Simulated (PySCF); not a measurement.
GaF2Br, SMILES [F][Ga]([F])[Br].

The structure is a stationary point at PBE0-D3(BJ)/def2-SVP. The structure was generated by enumeration; whether it is a known compound was not checked.

Method: C-PCM-M06-2X/def2-SVP in PySCF 2.14.0.

The values are the electrostatic part of the solvation free energy, E(continuum) − E(gas) at the gas-phase geometry, in a cavity of scaled van der Waals radii (PySCF's table); cavitation and dispersion terms are not included. A continuum can't describe solvent molecules that bind to the metal. In vacuum the orbital gap is 9.35 eV. The dipole moment in vacuum is 1.31 D.

Computed values in water (ε = 78.36), benzene (ε = 2.27), acetonitrile (ε = 35.69):
| solvent | ε | ΔG(elec) (kcal/mol) | dipole (D) | gap (eV) |
|---|---|---|---|---|
| water | 78.36 | -7.6 | 1.32 | 9.47 |
| benzene | 2.27 | -4.2 | 1.32 | 9.41 |
| acetonitrile | 35.69 | -7.4 | 1.32 | 9.47 |
